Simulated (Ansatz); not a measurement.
Mulliken charges of CH5BN2 (`B1NCN1`) from ωB97M-V/def2-TZVPP in Ansatz (PBE0-D4/def2-TZVP geometry).

```json
{"atom": "B1", "x (Å)": "-0.538", "y (Å)": "0.904", "z (Å)": "-0.424", "charge (e)": "0.092"}
{"atom": "N2", "x (Å)": "0.764", "y (Å)": "0.350", "z (Å)": "-0.631", "charge (e)": "-0.307"}
{"atom": "C3", "x (Å)": "0.430", "y (Å)": "-0.702", "z (Å)": "0.322", "charge (e)": "0.032"}
{"atom": "N4", "x (Å)": "-0.892", "y (Å)": "-0.116", "z (Å)": "0.513", "charge (e)": "-0.307"}
{"atom": "H5", "x (Å)": "-1.110", "y (Å)": "1.852", "z (Å)": "-0.865", "charge (e)": "0.056"}
{"atom": "H6", "x (Å)": "1.687", "y (Å)": "0.722", "z (Å)": "-0.761", "charge (e)": "0.110"}
{"atom": "H7", "x (Å)": "0.420", "y (Å)": "-1.707", "z (Å)": "-0.117", "charge (e)": "0.106"}
{"atom": "H8", "x (Å)": "1.047", "y (Å)": "-0.704", "z (Å)": "1.229", "charge (e)": "0.106"}
{"atom": "H9", "x (Å)": "-1.720", "y (Å)": "-0.644", "z (Å)": "0.717", "charge (e)": "0.110"}
```

Problem. By hand: the dipole of these point charges (1 e Å = 4.8032 D).

Solution. Σ q r = (0.093, -0.154, 0.072) e Å, of length 0.194 e Å = 0.93 D.

Problem. How does the dipole of the full density compare? (Best estimate.)

Solution. Computed: (0.136, -0.225, 0.105) e Å, 1.36 D; the point charges give 0.68 times that, at 0° from its direction.

Point charges leave out the atoms' own dipoles, such as those of lone pairs, and Mulliken's split depends on the basis, so the two needn't agree.
